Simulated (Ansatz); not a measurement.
System: HSe2, charge 0, doublet. HSe2 (SMILES [Se][SeH], doublet).
B3LYP-D3(BJ)/def2-TZVP minimum from Ansatz (a first-principles code):
```xyz
3

Se     0.8221    -0.0735     0.8079
Se    -0.8133     0.0389    -0.7619
H     -0.2996     1.1757    -1.5638
```
Charge 0, spin multiplicity 2.

Total energies in hartree (Ansatz). UHF or UKS for unpaired electrons; spin-orbit terms are left out. Cores are frozen in correlated methods (noble-gas shells, and filled d and f shells in the p block). No relativity. For partners of very few electrons the exact lower level stands in for a higher one.

```tsv
species	HF/cc-pVTZ	CCSD(T)/cc-pVTZ	HF/cc-pVQZ	CCSD(T)/cc-pVQZ	CCSDT(Q)/cc-pVTZ
1: HSe2 (SMILES [Se][SeH], doublet)	-4800.36749	-4800.69855	-4800.37417	-4800.73219	-4800.70080
2: Se (triplet)	-2399.87209	-2399.99441	-2399.87500	-2400.00700	-2399.99510
3: H (doublet)	-0.49981	-0.49981	-0.49995	-0.49995	-0.49981
```

Question: Work out the atomisation energy (electronic, to ground-state atoms) in kcal/mol: take Hartree-Fock from cc-pVQZ, extrapolate the CCSD(T) correlation energy as X^-3 (X = 3, 4), and add CCSDT(Q) - CCSD(T) in cc-pVTZ. 1 hartree = 627.51 kcal/mol.

Answer: 
Species 1: correlation (64·(-0.35802) - 27·(-0.33106))/37 = -0.37769; step -0.00225; E1 = -4800.37417 + (-0.37769) + (-0.00225) = -4800.75411
Species 2: correlation (64·(-0.13200) - 27·(-0.12232))/37 = -0.13906; step -0.00069; E2 = -2399.87500 + (-0.13906) + (-0.00069) = -2400.01475
Species 3: correlation (64·(0.00000) - 27·(0.00000))/37 = 0.00000; step +0.00000; E3 = -0.49995 + (0.00000) + (+0.00000) = -0.49995
-1·E1 +2·E2 +1·E3 = 0.22466 hartree = 141.0 kcal/mol.
